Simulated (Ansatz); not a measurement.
A basis-limit estimate, worked out

An elementary step of AlN2H9O3, closed shell (AlH₃O₃ ([OH][Al]([OH])[OH]) + NH₃ + NH₃ → AlNH₄O₂ ([NH2][Al]([OH])[OH]) + H₂O + NH₃ (still joined by a long Al–O bond); bonds formed: O2–H7, H5–N8; bonds broken: H5–N6, H7–N8; bonds weakened to dative contacts: Al1–O2). “Start” is the structure reached by relaxing down from the saddle towards the reactants; PBE0-D4/def2-TZVP structures. The saddle:

Al1  (-0.533, -0.247, -0.959)
O2  (-0.507, -1.184, 0.636)
O3  (0.103, -1.488, -1.985)
O4  (-2.083, 0.448, -1.249)
H5  (0.893, 0.931, 1.128)
N6  (0.608, 1.186, -0.585)
H7  (0.156, -0.561, 1.469)
N8  (0.805, 0.354, 2.025)
H9  (-0.253, -2.100, 0.506)
H10  (-0.003, -1.448, -2.933)
H11  (-2.865, -0.095, -1.308)
H12  (1.489, 1.167, -1.085)
H13  (0.185, 2.086, -0.783)
H14  (1.714, 0.095, 2.387)
H15  (0.290, 0.857, 2.736)
(Å)

Computed with Ansatz 0.2.0 (basis: def2-TZVPP and def2-QZVPP); correlated methods freeze the cores.

Energies in eV:

| quantity | saddle | start |
| --- | --- | --- |
| Hartree–Fock, triple zeta (X = 3) | -15809.98027 | -15811.18619 |
| Hartree–Fock, quadruple zeta (X = 4) | -15810.64478 | -15811.85768 |
| MP2 correlation, X = 3 | -35.40751 | -34.99660 |
| MP2 correlation, X = 4 | -38.13757 | -37.72655 |
| CCSD(T) correlation, X = 3 | -37.37254 | -37.00900 |

**Question.** Work out the barrier at the basis limit: extrapolate Hartree–Fock as E(X) = E∞ + A exp(−7.88 √X) and the MP2 correlation as E(X) = E∞ + B X^−2.97 (the exponents that Neese and Valeev fitted for def2-TZVPP and QZVPP), then add CCSD(T) − MP2 in triple zeta.

**Answer.** Each step is linear, so take the differences first (saddle − start): Hartree–Fock 1.20592 (X = 3) and 1.21290 (X = 4); MP2 correlation -0.41091 and -0.41102; CCSD(T) correlation -0.36354.
Two points give E∞ = E(4) + w [E(4) − E(3)], with w = 1/(exp(7.88 (2 − √3)) − 1) = 0.1377 for Hartree–Fock and w = 1/((4/3)^2.97 − 1) = 0.7407 for the correlation.
Hartree–Fock: 1.21290 + 0.1377 × 0.00698 = 1.2139 eV.
MP2 correlation: -0.41102 + 0.7407 × (-0.00011) = -0.4111 eV.
CCSD(T) − MP2: -0.36354 − (-0.41091) = 0.0474 eV.
Sum: 1.2139 + (-0.4111) + 0.0474 = 0.8502 eV, or 19.61 kcal/mol. Plain CCSD(T) in triple zeta gives 0.8424 eV, so the larger basis shifts the result by 0.0078 eV.

The T1 diagnostic stays at or below 0.011.

Labels in which every atom is bracketed show which atoms are joined, not bond orders.

For scale, one of the runs: CCSD(T)/def2-TZVPP, 323 basis functions, launched by `ansatz run in.yaml --threads 4 --pin off --events-out ev --progress --plain --max-ram 66560MiB --backend cuda --devices 0, --max-vram 37GiB`. Time: 14 s of wall clock on 4 CPU threads of an AMD EPYC 7R13 and a share of one NVIDIA H100; the host was shared. Peak host memory: 0.85 GiB.
